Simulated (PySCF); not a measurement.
Computed data sheet: `C1C[SiH]2CC[Si]1CC2` [radical]

C₆H₁₃Si₂ (doublet state).
Structure used (PBE0-D3(BJ)/def2-SVP), in Å, numbered top down from 1:
```
atom  x, y, z in Å
C1     1.8242   -0.6269    0.3485
C2     0.9964   -1.3654   -0.7391
Si3   -0.5578   -0.3639   -1.1779
C4    -0.0123    1.4560   -1.1365
C5     0.1883    1.9275    0.3300
Si6    0.6807    0.4498    1.4408
C7    -0.9225   -0.5753    1.6344
C8    -1.7271   -0.5754    0.3052
H9     2.4227   -1.3372    0.9423
H10    2.5488    0.0577   -0.1247
H11    1.6160   -1.5812   -1.6262
H12    0.6614   -2.3453   -0.3578
H13   -1.1751   -0.7671   -2.4804
H14    0.9398    1.5286   -1.6899
H15   -0.7219    2.1134   -1.6675
H16   -0.7571    2.3287    0.7337
H17    0.9160    2.7538    0.3854
H18   -0.6155   -1.6030    1.8934
H19   -1.5443   -0.2247    2.4746
H20   -2.4356    0.2707    0.2922
H21   -2.3431   -1.4868    0.2186
```

PBE0-D3(BJ)/def2-SVP geometry optimisation, gas phase (PySCF):

```
Point group                  : C3
Rotational constants A, B, C : 1.726, 1.503, 1.502 GHz
Dipole moment                : 0.16 D
```

UKS B3LYP, IGLO-III on C Si, pcH-1 on H, non-relativistic, mean-field spin-orbit, GIAO (PySCF):

```
Isotropic g value                                                      : 2.00378
Principal g values                                                     : 2.00212, 2.00460, 2.00460
Spin squared ⟨S²⟩                                                      : 0.751
Largest Mulliken spin population                                       : 0.84 on Si6
Largest isotropic hyperfine couplings (means over sets of like nuclei) : 29Si -496.7 (Si6), 13C +32.0 (C1/C5/C7), 13C +20.2 (C2/C4/C8), 29Si -14.8 (Si3), 1H +6.6 (H11/H12/H14/H15/H20/H21) MHz
```

Monoisotopic mass (most abundant isotopes): 141.0556 u.

The rotational constants are those of a prolate symmetric top; the small spread among constants that symmetry makes equal is optimisation noise. At 9.50 GHz, hν = g·μB·B₀ (B₀ the magnetic field) puts the centre of the isotropic spectrum, to first order, at 338.7 mT. A dipole of 0.16 D is allowed in C3, and pure rotational transitions are dipole-allowed. ⟨S²⟩ is 0.001 above the pure-spin value S(S + 1) = 0.75. With B = h/(8π²I), that is 505.379 GHz u Å² over I, the principal moments of inertia are 292.8, 336.3 and 336.4 u Å² (most abundant isotopes); the inertial defect Ic − Ia − Ib is -292.7 u Å² (zero for a rigid planar frame, negative otherwise). The dipole matches unit charges of opposite sign 0.03 Å apart (1 e·Å = 4.8032 D).

Couplings of like nuclei are plain means over topologically equivalent atoms, as if these changed places fast (by rotation of a methyl-like group, say); in this geometry the members of some sets differ.
